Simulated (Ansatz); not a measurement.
`C#[C][Zr]([OH])([OH])[F]` and `[OH][Zr]([OH])([F])[SH]` differ in one atom or group.

Ansatz, PBE0-D4/def2-TZVP geometries, multiplicity 1. Each molecule was computed in one conformer, which needn't be the lowest.

Elements past krypton have def2 core potentials.

```json
{"property": "HOMO–LUMO gap (ωB97M-V/def2-TZVPP) / eV", "`C#[C][Zr]([OH])([OH])[F]`": "10.75"}
{"property": "size of the dipole moment (ωB97M-V/def2-TZVPP) / D", "`C#[C][Zr]([OH])([OH])[F]`": "3.02"}
{"property": "HOMO energy (PBE/def2-TZVPP) / eV", "`C#[C][Zr]([OH])([OH])[F]`": "-6.70"}
{"property": "LUMO energy (PBE0/def2-TZVPP) / eV", "`C#[C][Zr]([OH])([OH])[F]`": "-1.12"}
{"property": "HOMO energy (PBE0/def2-TZVPP) / eV", "`C#[C][Zr]([OH])([OH])[F]`": "-7.92"}
{"property": "HOMO–LUMO gap (PBE/def2-TZVPP) / eV", "`C#[C][Zr]([OH])([OH])[F]`": "4.75"}
```

Question: What does the change do to each property? (Best estimate.)

Answer: Ansatz gave: 
```
                                          property  `[OH][Zr]([OH])([F])[SH]`  shift
           HOMO–LUMO gap (ωB97M-V/def2-TZVPP) / eV                      10.00  -0.75
size of the dipole moment (ωB97M-V/def2-TZVPP) / D                       3.58   0.56
                 HOMO energy (PBE/def2-TZVPP) / eV                      -6.12   0.58
                LUMO energy (PBE0/def2-TZVPP) / eV                      -0.80   0.32
                HOMO energy (PBE0/def2-TZVPP) / eV                      -7.35   0.57
               HOMO–LUMO gap (PBE/def2-TZVPP) / eV                       4.45  -0.30
```

With PBE0 the HOMO rises by 0.57 eV and the LUMO rises by 0.32 eV, so the gap narrows by about 0.25 eV. PBE moves the HOMO by 0.58 eV and ωB97M-V by 0.65 eV. Dipoles are sizes alone; their direction can turn.
